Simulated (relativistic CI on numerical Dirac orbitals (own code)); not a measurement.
# Rb6+: q coefficients and field-shift factors

Method of calculation: Dirac-Coulomb-Breit CI, orbitals from a KLI potential per configuration, derivatives by finite differences, unscaled Slater integrals, QED left out (own radial code, finite nucleus).

CI space (outside the closed core [Ar] 3d10): 4s²4p, 4s4p², 4p³, 4s²4d, 4s4p4d, 4s²4f, 4s²5s, 4s4p4f. Levels of other configurations are missing.

With x = (α/α₀)² − 1 an excitation energy changes as ω = ω₀ + qx; K = 2q/ω₀ is the relative enhancement. Terms are leading LS components, so labels can repeat. The field-shift factor is F = δν/δ⟨r²⟩ for the transition from the lowest level.

Lowest level 4s²4p ²P°1/2.

| Level | ω₀ (cm⁻¹) | q (cm⁻¹) | K | F (GHz/fm²) |
| --- | --- | --- | --- | --- |
| 4s²4p ²P°3/2 | 10132 | 10590 | 2.09 | -0.118 |
| 4s4p² ⁴P1/2 | 119145 | 10640 | 0.179 | -11.5 |
| 4s4p² ⁴P3/2 | 123367 | 15680 | 0.254 | -11.5 |
| 4s4p² ⁴P5/2 | 128841 | 20850 | 0.324 | -11.6 |
| 4s4p² ²D3/2 | 165062 | 17360 | 0.21 | -10.3 |
| 4s4p² ²D5/2 | 166296 | 19550 | 0.235 | -10.4 |
| 4s4p² ²S1/2 | 201792 | 16680 | 0.165 | -11.4 |
| 4s4p² ²P1/2 | 221133 | 17880 | 0.162 | -11.4 |
| 4s4p² ²P3/2 | 226618 | 21920 | 0.193 | -11.4 |
| 4s²4d ²D3/2 | 267397 | 11560 | 0.0864 | -0.0903 |
| 4s²4d ²D5/2 | 268621 | 12730 | 0.0948 | -0.0611 |
| 4p³ ²D°3/2 | 310215 | 25400 | 0.164 | -20.3 |
| 4p³ ²D°5/2 | 312312 | 29270 | 0.187 | -20.3 |

At this charge configurations can still be misplaced by up to about 7 % of their energy.
